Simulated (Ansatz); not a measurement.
A short molecular-dynamics run on C$_{2}$H$_{7}$BGaNO, SMILES `[BH2][Ga]1[O]C[N]1C`.

```yaml
crystal:
  periodic: [false, false, false]
  atoms:
    - {symbol: B, position_ang: [-0.919120, -2.946953, -0.504207]}
    - {symbol: Ga, position_ang: [0.107624, -1.218489, -0.062214]}
    - {symbol: O, position_ang: [1.794690, -0.709872, 0.483771]}
    - {symbol: C, position_ang: [1.422364, 0.643031, 0.476720]}
    - {symbol: N, position_ang: [0.036243, 0.611089, 0.057756]}
    - {symbol: C, position_ang: [-0.730264, 1.806756, -0.079254]}
    - {symbol: H, position_ang: [-2.062307, -2.904054, -0.844796]}
    - {symbol: H, position_ang: [-0.386421, -4.011323, -0.425856]}
    - {symbol: H, position_ang: [1.537810, 1.088709, 1.480006]}
    - {symbol: H, position_ang: [2.050015, 1.220737, -0.223900]}
    - {symbol: H, position_ang: [-1.744571, 1.567675, -0.403684]}
    - {symbol: H, position_ang: [-0.807684, 2.359934, 0.867963]}
    - {symbol: H, position_ang: [-0.298368, 2.492720, -0.822295]}
basis:
  gaussian: {orbitals: "6-31G*"}
hamiltonian: {xc: {name: revPBE}, dispersion: d4}
md: {timestep: 1 fs, n_steps: 30, ensemble: nve, temperature: 1500, initial_velocities: maxwell_boltzmann, seed: 887}
```

```sh
$ ansatz run in.yaml --threads 2 --pin off --events-out ev --progress --plain --max-ram 22528MiB --backend cpu
```

```json
{"step": "0", "time (fs)": "0.0", "potential energy (eV)": "-58765.9892", "kinetic (eV)": "2.1328", "T (K)": "1500", "conserved (eV)": "-58763.8564"}
{"step": "1", "time (fs)": "1.0", "potential energy (eV)": "-58765.5883", "kinetic (eV)": "1.7459", "T (K)": "1228", "conserved (eV)": "-58763.8423"}
{"step": "2", "time (fs)": "2.0", "potential energy (eV)": "-58764.9734", "kinetic (eV)": "1.2120", "T (K)": "852", "conserved (eV)": "-58763.7614"}
{"step": "3", "time (fs)": "3.0", "potential energy (eV)": "-58765.1596", "kinetic (eV)": "1.3463", "T (K)": "947", "conserved (eV)": "-58763.8133"}
{"step": "4", "time (fs)": "4.0", "potential energy (eV)": "-58765.5510", "kinetic (eV)": "1.6992", "T (K)": "1195", "conserved (eV)": "-58763.8518"}
{"step": "5", "time (fs)": "5.0", "potential energy (eV)": "-58765.4695", "kinetic (eV)": "1.6404", "T (K)": "1154", "conserved (eV)": "-58763.8291"}
{"step": "6", "time (fs)": "6.0", "potential energy (eV)": "-58765.1183", "kinetic (eV)": "1.3098", "T (K)": "921", "conserved (eV)": "-58763.8085"}
{"step": "7", "time (fs)": "7.0", "potential energy (eV)": "-58764.7903", "kinetic (eV)": "0.9908", "T (K)": "697", "conserved (eV)": "-58763.7996"}
{"step": "8", "time (fs)": "8.0", "potential energy (eV)": "-58764.6330", "kinetic (eV)": "0.8370", "T (K)": "589", "conserved (eV)": "-58763.7960"}
{"step": "9", "time (fs)": "9.0", "potential energy (eV)": "-58764.7044", "kinetic (eV)": "0.9085", "T (K)": "639", "conserved (eV)": "-58763.7959"}
{"step": "10", "time (fs)": "10.0", "potential energy (eV)": "-58764.9985", "kinetic (eV)": "1.1926", "T (K)": "839", "conserved (eV)": "-58763.8059"}
{"step": "11", "time (fs)": "11.0", "potential energy (eV)": "-58765.3639", "kinetic (eV)": "1.5389", "T (K)": "1082", "conserved (eV)": "-58763.8250"}
{"step": "12", "time (fs)": "12.0", "potential energy (eV)": "-58765.5373", "kinetic (eV)": "1.7014", "T (K)": "1197", "conserved (eV)": "-58763.8359"}
{"step": "13", "time (fs)": "13.0", "potential energy (eV)": "-58765.3903", "kinetic (eV)": "1.5550", "T (K)": "1094", "conserved (eV)": "-58763.8353"}
{"step": "14", "time (fs)": "14.0", "potential energy (eV)": "-58765.0204", "kinetic (eV)": "1.2132", "T (K)": "853", "conserved (eV)": "-58763.8072"}
{"step": "15", "time (fs)": "15.0", "potential energy (eV)": "-58764.9147", "kinetic (eV)": "1.1256", "T (K)": "792", "conserved (eV)": "-58763.7891"}
{"step": "16", "time (fs)": "16.0", "potential energy (eV)": "-58765.2492", "kinetic (eV)": "1.4129", "T (K)": "994", "conserved (eV)": "-58763.8363"}
{"step": "17", "time (fs)": "17.0", "potential energy (eV)": "-58765.3879", "kinetic (eV)": "1.5558", "T (K)": "1094", "conserved (eV)": "-58763.8321"}
{"step": "18", "time (fs)": "18.0", "potential energy (eV)": "-58765.2445", "kinetic (eV)": "1.4288", "T (K)": "1005", "conserved (eV)": "-58763.8157"}
{"step": "19", "time (fs)": "19.0", "potential energy (eV)": "-58765.0183", "kinetic (eV)": "1.2121", "T (K)": "852", "conserved (eV)": "-58763.8061"}
{"step": "20", "time (fs)": "20.0", "potential energy (eV)": "-58764.8562", "kinetic (eV)": "1.0564", "T (K)": "743", "conserved (eV)": "-58763.7997"}
{"step": "21", "time (fs)": "21.0", "potential energy (eV)": "-58764.8520", "kinetic (eV)": "1.0517", "T (K)": "740", "conserved (eV)": "-58763.8002"}
{"step": "22", "time (fs)": "22.0", "potential energy (eV)": "-58764.9913", "kinetic (eV)": "1.1808", "T (K)": "830", "conserved (eV)": "-58763.8105"}
{"step": "23", "time (fs)": "23.0", "potential energy (eV)": "-58765.1429", "kinetic (eV)": "1.3279", "T (K)": "934", "conserved (eV)": "-58763.8150"}
{"step": "24", "time (fs)": "24.0", "potential energy (eV)": "-58765.2709", "kinetic (eV)": "1.4648", "T (K)": "1030", "conserved (eV)": "-58763.8061"}
{"step": "25", "time (fs)": "25.0", "potential energy (eV)": "-58765.4720", "kinetic (eV)": "1.6447", "T (K)": "1157", "conserved (eV)": "-58763.8273"}
{"step": "26", "time (fs)": "26.0", "potential energy (eV)": "-58765.4715", "kinetic (eV)": "1.6166", "T (K)": "1137", "conserved (eV)": "-58763.8549"}
{"step": "27", "time (fs)": "27.0", "potential energy (eV)": "-58765.0337", "kinetic (eV)": "1.2353", "T (K)": "869", "conserved (eV)": "-58763.7984"}
{"step": "28", "time (fs)": "28.0", "potential energy (eV)": "-58764.9166", "kinetic (eV)": "1.1226", "T (K)": "790", "conserved (eV)": "-58763.7940"}
{"step": "29", "time (fs)": "29.0", "potential energy (eV)": "-58765.1955", "kinetic (eV)": "1.3568", "T (K)": "954", "conserved (eV)": "-58763.8387"}
{"step": "30", "time (fs)": "30.0", "potential energy (eV)": "-58765.2253", "kinetic (eV)": "1.3986", "T (K)": "984", "conserved (eV)": "-58763.8267"}
```

Velocities are drawn at the set temperature; a run this short doesn't reach equilibrium.

Frames (Å, forces in eV/Å):

```xyz
13
time=0.0 fs
B    -0.919   -2.947   -0.504    0.127    0.247    0.057
Ga    0.108   -1.218   -0.062   -0.795   -1.223   -0.333
O     1.795   -0.710    0.484    1.019   -0.457    0.271
C     1.422    0.643    0.477    0.110    0.229    0.051
N     0.036    0.611    0.058   -0.191    0.489   -0.021
C    -0.730    1.807   -0.079   -0.180    0.165   -0.041
H    -2.062   -2.904   -0.845   -0.263    0.040   -0.076
H    -0.386   -4.011   -0.426    0.154   -0.225    0.029
H     1.538    1.089    1.480    0.029    0.180    0.319
H     2.050    1.221   -0.224    0.190    0.222   -0.222
H    -1.745    1.568   -0.404   -0.347   -0.104   -0.113
H    -0.808    2.360    0.868   -0.015    0.195    0.331
H    -0.298    2.493   -0.822    0.161    0.241   -0.253
13
time=2.0 fs
B    -0.936   -2.926   -0.487    1.811   -0.299    0.534
Ga    0.113   -1.217   -0.069   -0.587   -1.286   -0.285
O     1.795   -0.706    0.484    1.164   -0.340    0.247
C     1.411    0.653    0.498    0.084   -2.522   -8.130
N     0.045    0.608    0.067   -1.020   -0.174    0.001
C    -0.751    1.768   -0.079    4.932    2.644    0.622
H    -2.022   -2.793   -0.778   -2.002    0.142   -0.573
H    -0.475   -4.042   -0.409    0.032    0.185   -0.001
H     1.488    1.005    1.369    0.972    3.418    7.768
H     2.003    1.256   -0.273   -0.086   -0.265    0.713
H    -1.649    1.545   -0.457   -3.996   -0.848   -1.601
H    -0.827    2.346    0.868   -0.276   -0.055    0.032
H    -0.174    2.485   -0.802   -1.029   -0.600    0.671
13
time=4.0 fs
B    -0.947   -2.905   -0.468    0.999   -0.563    0.333
Ga    0.118   -1.216   -0.076   -0.396   -1.360   -0.227
O     1.799   -0.704    0.485    1.202   -0.012    0.166
C     1.401    0.657    0.497    0.960   -0.069   -1.548
N     0.052    0.604    0.077   -1.602   -0.829    0.067
C    -0.757    1.737   -0.078    2.515    2.643   -0.716
H    -2.051   -2.678   -0.730   -1.295    0.017   -0.382
H    -0.563   -4.065   -0.393   -0.044    0.516   -0.039
H     1.471    1.031    1.501    0.513    0.867    1.026
H     1.954    1.282   -0.296    0.088   -0.344    1.082
H    -1.683    1.496   -0.563   -0.854    0.046   -0.252
H    -0.856    2.329    0.869   -0.481   -0.284   -0.193
H    -0.087    2.457   -0.758   -1.605   -0.627    0.683
13
time=6.0 fs
B    -0.954   -2.887   -0.449   -1.013   -0.155   -0.103
Ga    0.122   -1.216   -0.083   -0.213   -1.405   -0.143
O     1.805   -0.701    0.486    1.148    0.448    0.128
C     1.394    0.659    0.490    1.106    0.622    2.631
N     0.054    0.598    0.087   -1.767   -1.358    0.278
C    -0.755    1.715   -0.078   -0.525    1.931   -1.923
H    -2.126   -2.563   -0.697    0.538   -0.475    0.026
H    -0.652   -4.069   -0.378   -0.002    0.530   -0.052
H     1.474    1.096    1.689    0.185   -0.575   -2.879
H     1.909    1.296   -0.279    0.595   -0.014    0.772
H    -1.755    1.447   -0.679    1.929    0.799    1.366
H    -0.903    2.303    0.864   -0.576   -0.369   -0.150
H    -0.060    2.407   -0.689   -1.404    0.019    0.050
13
time=8.0 fs
B    -0.965   -2.868   -0.429   -2.097    0.401   -0.302
Ga    0.127   -1.216   -0.090    0.003   -1.435   -0.059
O     1.814   -0.697    0.488    1.031    0.748    0.105
C     1.389    0.664    0.491    0.776    0.002    3.513
N     0.051    0.589    0.097   -1.583   -1.502    0.423
C    -0.755    1.699   -0.085   -2.276    0.877   -1.383
H    -2.185   -2.466   -0.664    1.419   -0.812    0.186
H    -0.740   -4.054   -0.364    0.109    0.244   -0.042
H     1.484    1.142    1.775    0.036   -0.822   -3.200
H     1.887    1.310   -0.234    1.064    0.455    0.114
H    -1.758    1.427   -0.746    2.316    0.864    1.698
H    -0.973    2.262    0.853   -0.538   -0.332   -0.014
H    -0.084    2.358   -0.620   -0.260    1.312   -1.038
13
time=10.0 fs
B    -0.983   -2.849   -0.410   -2.222    0.744   -0.304
Ga    0.131   -1.218   -0.097    0.293   -1.482   -0.009
O     1.825   -0.692    0.490    0.862    0.768    0.083
C     1.388    0.669    0.503    0.791    0.047    3.552
N     0.044    0.575    0.109   -1.191   -0.988    0.341
C    -0.762    1.685   -0.096   -2.154    0.454   -0.199
H    -2.190   -2.399   -0.624    1.357   -0.853    0.156
H    -0.825   -4.030   -0.353    0.222   -0.118   -0.025
H     1.496    1.156    1.738   -0.116   -1.005   -2.993
H     1.905    1.340   -0.183    0.878    0.341   -0.151
H    -1.676    1.439   -0.750    1.045    0.408    0.892
H    -1.062    2.209    0.841   -0.315   -0.225    0.003
H    -0.119    2.359   -0.588    0.551    1.908   -1.346
13
time=12.0 fs
B    -1.009   -2.827   -0.393   -1.402    0.470   -0.150
Ga    0.136   -1.220   -0.104    0.659   -1.547    0.019
O     1.839   -0.685    0.492    0.658    0.551    0.089
C     1.389    0.673    0.527    1.093    0.243    1.428
N     0.034    0.559    0.121   -0.723    0.103    0.110
C    -0.775    1.674   -0.107    1.858    2.234    1.728
H    -2.146   -2.364   -0.578    0.382   -0.517   -0.016
H    -0.901   -4.009   -0.342    0.299   -0.234   -0.015
H     1.504    1.132    1.591   -0.166   -0.616   -0.965
H     1.954    1.381   -0.137    0.087   -0.374   -0.078
H    -1.561    1.465   -0.725   -2.562   -0.743   -1.884
H    -1.163    2.147    0.829    0.028   -0.071   -0.114
H    -0.137    2.427   -0.604   -0.212    0.500   -0.153
13
time=14.0 fs
B    -1.040   -2.804   -0.376    0.363   -0.556    0.111
Ga    0.141   -1.223   -0.111    1.019   -1.592    0.056
O     1.854   -0.676    0.494    0.429    0.318    0.154
C     1.394    0.678    0.553    0.457   -2.342   -5.997
N     0.022    0.543    0.134   -0.121    1.319   -0.004
C    -0.782    1.670   -0.113    2.181    2.873    1.402
H    -2.090   -2.347   -0.533   -1.483    0.270   -0.287
H    -0.966   -3.997   -0.332    0.341   -0.043   -0.013
H     1.507    1.092    1.422    0.445    2.262    6.370
H     2.007    1.408   -0.095   -0.544   -0.838   -0.193
H    -1.535    1.464   -0.767   -2.651   -0.899   -2.197
H    -1.263    2.083    0.813    0.311    0.100   -0.225
H    -0.162    2.514   -0.627   -0.746   -0.873    0.823
13
time=16.0 fs
B    -1.069   -2.782   -0.359    1.163   -1.222    0.182
Ga    0.147   -1.227   -0.118    1.215   -1.603    0.094
O     1.870   -0.667    0.497    0.157    0.143    0.158
C     1.400    0.677    0.563    0.576   -1.196   -3.533
N     0.009    0.531    0.147    0.453    2.227   -0.023
C    -0.784    1.674   -0.116   -1.529    1.569   -1.557
H    -2.088   -2.321   -0.499   -2.283    0.687   -0.360
H    -1.018   -3.987   -0.323    0.347    0.170   -0.013
H     1.524    1.127    1.467    0.017    1.025    3.880
H     2.040    1.405   -0.060   -0.751   -0.799   -0.370
H    -1.601    1.433   -0.884    0.762    0.076    0.768
H    -1.352    2.022    0.788    0.444    0.222   -0.261
H    -0.215    2.571   -0.620   -0.571   -1.298    1.036
13
time=18.0 fs
B    -1.095   -2.765   -0.341   -0.357   -0.605   -0.074
Ga    0.153   -1.232   -0.125    1.231   -1.473    0.147
O     1.887   -0.657    0.500   -0.136    0.023    0.122
C     1.408    0.671    0.562    0.536    0.716    1.928
N    -0.002    0.524    0.160    0.940    2.704   -0.013
C    -0.790    1.683   -0.122   -3.288   -0.201   -2.040
H    -2.167   -2.272   -0.478   -0.653    0.037   -0.105
H    -1.056   -3.970   -0.314    0.317    0.171   -0.008
H     1.542    1.201    1.660   -0.567   -1.350   -1.673
H     2.045    1.372   -0.039   -0.522   -0.254   -0.477
H    -1.645    1.402   -0.977    1.874    0.511    1.839
H    -1.424    1.970    0.754    0.420    0.295   -0.177
H    -0.287    2.580   -0.575    0.204   -0.576    0.532
13
time=20.0 fs
B    -1.123   -2.749   -0.323   -1.756    0.198   -0.292
Ga    0.160   -1.238   -0.132    1.156   -1.140    0.230
O     1.903   -0.647    0.503   -0.392   -0.132    0.100
C     1.417    0.668    0.565   -0.448    0.245    3.019
N    -0.011    0.525    0.172    1.317    2.691    0.004
C    -0.806    1.692   -0.135   -3.919   -2.380   -1.187
H    -2.272   -2.220   -0.461    0.935   -0.610    0.110
H    -1.083   -3.947   -0.305    0.257   -0.005    0.000
H     1.540    1.229    1.800   -0.463   -1.498   -2.781
H     2.032    1.331   -0.037    0.034    0.593   -0.663
H    -1.620    1.391   -1.002    1.728    0.567    1.677
H    -1.480    1.929    0.713    0.250    0.360    0.098
H    -0.351    2.571   -0.511    1.301    1.112   -0.316
13
time=22.0 fs
B    -1.156   -2.733   -0.306   -2.094    0.560   -0.364
Ga    0.167   -1.244   -0.138    1.055   -0.681    0.324
O     1.918   -0.638    0.506   -0.595   -0.429    0.060
C     1.425    0.665    0.579   -0.907    0.339    2.914
N    -0.016    0.534    0.185    1.413    2.166   -0.017
C    -0.834    1.693   -0.152   -1.886   -1.944    0.228
H    -2.343   -2.192   -0.439    1.489   -0.805    0.180
H    -1.100   -3.925   -0.296    0.190   -0.160    0.012
H     1.521    1.199    1.835   -0.266   -1.315   -2.975
H     2.018    1.311   -0.059    0.136    0.814   -0.449
H    -1.531    1.400   -0.967    0.232    0.075   -0.057
H    -1.527    1.901    0.676    0.031    0.398    0.397
H    -0.368    2.599   -0.456    1.203    0.981   -0.253
13
time=24.0 fs
B    -1.196   -2.715   -0.291   -1.536    0.366   -0.336
Ga    0.176   -1.250   -0.145    0.951   -0.186    0.423
O     1.932   -0.629    0.510   -0.750   -0.824   -0.033
C     1.430    0.663    0.601   -0.684    1.120    1.638
N    -0.017    0.548    0.198    1.138    1.345   -0.112
C    -0.868    1.689   -0.168    2.390    1.053    3.428
H    -2.359   -2.193   -0.412    1.151   -0.614    0.146
H    -1.109   -3.908   -0.287    0.126   -0.111    0.029
H     1.491    1.120    1.757   -0.005   -0.875   -2.401
H     2.008    1.319   -0.097   -0.299    0.285    0.326
H    -1.438    1.409   -0.940   -2.417   -1.035   -3.600
H    -1.573    1.889    0.654   -0.055    0.323    0.325
H    -0.342    2.660   -0.410   -0.010   -0.847    0.167
13
time=26.0 fs
B    -1.242   -2.696   -0.277    0.125   -0.427   -0.216
Ga    0.184   -1.257   -0.151    0.823    0.280    0.540
O     1.944   -0.623    0.514   -0.873   -1.140   -0.178
C     1.433    0.665    0.628   -0.697    0.060   -4.037
N    -0.015    0.566    0.210    0.619    0.472   -0.259
C    -0.895    1.688   -0.173    1.986    1.141    1.758
H    -2.334   -2.216   -0.379   -0.264    0.044    0.012
H    -1.114   -3.895   -0.276    0.052    0.093    0.049
H     1.462    1.011    1.597    0.429    1.236    2.831
H     1.988    1.339   -0.123   -0.500   -0.144    0.947
H    -1.425    1.385   -1.034   -0.940   -0.126   -1.482
H    -1.620    1.889    0.643   -0.009    0.124   -0.077
H    -0.315    2.692   -0.359   -0.749   -1.611    0.112
13
time=28.0 fs
B    -1.287   -2.679   -0.263    2.220   -1.289   -0.078
Ga    0.193   -1.264   -0.157    0.600    0.658    0.644
O     1.954   -0.619    0.517   -1.005   -1.158   -0.367
C     1.434    0.667    0.641   -0.896   -1.015   -8.030
N    -0.012    0.585    0.222    0.042   -0.390   -0.383
C    -0.916    1.690   -0.174    0.644   -0.208   -0.939
H    -2.320   -2.237   -0.345   -2.076    0.853   -0.131
H    -1.117   -3.878   -0.264   -0.033    0.212    0.062
H     1.448    0.951    1.554    0.603    2.613    6.990
H     1.949    1.355   -0.114   -0.190   -0.095    0.970
H    -1.448    1.356   -1.183    0.778    1.009    1.858
H    -1.667    1.893    0.629    0.050   -0.114   -0.401
H    -0.315    2.665   -0.305   -0.736   -1.077   -0.194
13
time=30.0 fs
B    -1.325   -2.666   -0.250    1.942   -0.886   -0.105
Ga    0.203   -1.270   -0.163    0.283    0.914    0.695
O     1.961   -0.618    0.519   -1.159   -0.794   -0.537
C     1.432    0.666    0.633   -1.192    0.847    0.852
N    -0.008    0.604    0.233   -0.356   -1.256   -0.424
C    -0.935    1.691   -0.176    0.010   -1.672   -1.446
H    -2.380   -2.229   -0.316   -1.523    0.642   -0.084
H    -1.121   -3.854   -0.250   -0.104    0.068    0.057
H     1.457    0.979    1.737    0.373    0.169   -1.045
H     1.905    1.369   -0.069    0.569    0.494    0.244
H    -1.446    1.364   -1.268    1.048    1.143    2.731
H    -1.713    1.893    0.601    0.047   -0.291   -0.419
H    -0.341    2.599   -0.257    0.063    0.623   -0.519
```

It took 74 s on 2 threads of an AMD EPYC 7R13 on a shared host, with 0.64 GiB of host memory at the peak.
